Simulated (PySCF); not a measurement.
Work out the structure from these simulated measurements.

Formula: C5HNS.

* Polarisability: 120.3 au [CAM-B3LYP/def2-SVPD]
* 13C NMR: chemical shifts (computed TMS as zero) by class: 119.2 (1 C), 72.9 (1 C), 69.5 (1 C), 58.6 (1 C), 40.5 (1 C) ppm [GIAO PBE0/pcSseg-1]
* Valence photoelectron: vertical ionisation energy: 8.91 eV [ΔSCF CAM-B3LYP/def2-SVPD]
* 1H NMR: chemical shifts (computed TMS as zero) by class: 1.57 (1 H) ppm [GIAO PBE0/pcSseg-1]
* UV, strongest line: among the 10 lowest singlet transitions: S7 at 6.09 eV (204 nm, f = 3.574) [TDDFT CAM-B3LYP/def2-SVPD]
* NMR, other nuclei: isotropic shieldings of nuclei other than C and H, by class: 164 (1 N), 731 (1 S) ppm [GIAO PBE0/pcSseg-1]
* Rotational structure: rotational constant B (linear): 0.590 GHz [PBE0-D3(BJ)/def2-SVP]
* Dipole: 1.17 D [CAM-B3LYP/def2-SVPD]
* UV, first state: lowest singlet excitation: 3.52 eV (353 nm, f = 0.000) [TDDFT CAM-B3LYP/def2-SVPD]

The electronic properties come from PySCF, for the isolated species, density fitting. Levels stand in brackets. Geometry: PBE0-D3(BJ)/def2-SVP; no solvent, vibrations or thermal averaging. NMR values are class means; diastereotopic atoms form classes of their own.

Question: Give a SMILES that accounts for the data.

Answer: Numbering: `[CH:1]#[C:2][C:3]#[C:4][N:5]=[C:6]=[S:7]`. Its formula, C5HNS, gives 6 degrees of unsaturation: 0 rings and 6 π bonds in the structure found. 5 carbons fall into 5 classes; from least to most shielded: isothiocyanate carbon [C6] (119.2 ppm), alkyne carbon [C2] (72.9 ppm), terminal alkyne carbon [C1] (69.5 ppm), alkyne carbon [C4] (58.6 ppm), alkyne carbon [C3] (40.5 ppm). The one hydrogen (1.57 ppm): alkyne hydrogen. The other shieldings belong to: 164 ppm, isothiocyanate nitrogen [N5]; 731 ppm, sulfur bonded to C [S7]. The optimised geometry has point group C∞v and is a linear rotor. Structure: isothiocyanate diacetylene, `C#CC#CN=C=S`. Computed isomers that give other values at the same levels: `C#CC(=C=S)C#N` (smallest rotational constant: 1.015 GHz; this holds for the one conformer computed). The assignments are read from this structure; whether some other isomer fits the data as well wasn't checked.
